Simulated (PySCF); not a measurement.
Species, as SMILES: Cl[C]Cl (closed-shell singlet).
Geometry (B3LYP-D3(BJ)/def2-TZVP, fixed):
```xyz
3

Cl    -1.4025    -0.2001     0.0210
C     -0.0305     0.8441     0.0088
Cl     1.4133    -0.0978    -0.0241
```
Charge 0, spin multiplicity 1.

Basis-set convergence of the mean static polarisability at PBE with PySCF. All functions are spherical. Density fitting with generated auxiliary sets. No added dispersion term, no relativity. Reference: the value in aug-pcseg-3, 46.29 bohr³, itself unsure by roughly 0.6 % (its mean distance from aug-cc-pV(Q+d)Z, aug-pcseg-2, aug-cc-pV(T+d)Z). Deviations are taken from unrounded values. Cost is core time over that of cc-pV(D+d)Z, rough, on shared machines of one kind.

```tsv
basis	functions	mean static polarisability (bohr³)	minus reference (%)	cost
def2-SVP	50	29.54	-36.2	0.7×
cc-pV(D+d)Z	60	31.09	-32.8	1×
def2-SVPD	74	44.76	-3.3	1×
def2-TZVP	105	38.18	-17.5	2×
cc-pV(T+d)Z	108	37.22	-19.6	2×
def2-TZVPP	115	38.28	-17.3	2×
def2-TZVPD	129	45.95	-0.7	3×
def2-TZVPPD	139	45.96	-0.7	3×
cc-pV(Q+d)Z	183	41.38	-10.6	6×
def2-QZVPP	197	42.12	-9.0	6×
def2-QZVPPD	221	46.19	-0.2	8×
cc-pV(5+d)Z	291	42.92	-7.3	20×
```

The smallest set listed that lies within 2 % of the reference with all its larger relatives (same family, alike in diffuse functions; a set with none counts only in the reference's own line) is def2-TZVPD (129 functions, 3× in cost, -0.7 % off).
